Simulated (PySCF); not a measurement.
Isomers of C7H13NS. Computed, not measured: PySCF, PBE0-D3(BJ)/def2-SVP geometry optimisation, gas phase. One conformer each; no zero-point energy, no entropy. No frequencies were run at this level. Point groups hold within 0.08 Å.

Question: Order them by energy at this level, lowest first, and give relative energies in kcal/mol.
A. `[CH3:1][CH2:2][C:3]([CH3:4])([CH3:5])[C@H:6]([SH:7])[C:8]#[N:9]` with C1–C2–C3–C4 -64°, C2–C3–C6–S7 180°, C3–C6–S7–H -75°
B. `[CH3:1][C:2](=[S:3])[NH:4][C@H:5]1[CH2:6][C@H:7]([CH3:8])[CH2:9]1` with C1–C2–N4–C5 -179°, C2–N4–C5–C6 136°, N4–C5–C6–C7 142°, C5–C6–C7–C8 97°, C6–C7–C9–C5 19°, N4–C5–C9–C7 -141°

Answer: B (0.0), A (4.2).

As drawn, the lower has a four-membered ring, an N–H bond and a C=S bond, which the higher lacks; the higher has a C≡N group, an S–H bond and a quaternary carbon, which the lower lacks.

```json
{"SMILES": "CC(=S)N[C@H]1C[C@H](C)C1", "E (Eh)": "-726.63080", "E rel (kcal/mol)": "0.0", "dipole (D)": "4.42", "point group": "C1", "A, B, C (MHz)": "2873, 680.8, 606.2"}
{"SMILES": "CCC(C)(C)[C@H](S)C#N", "E (Eh)": "-726.62417", "E rel (kcal/mol)": "4.2", "dipole (D)": "3.29", "point group": "C1", "A, B, C (MHz)": "1566, 1169, 899.8"}
```
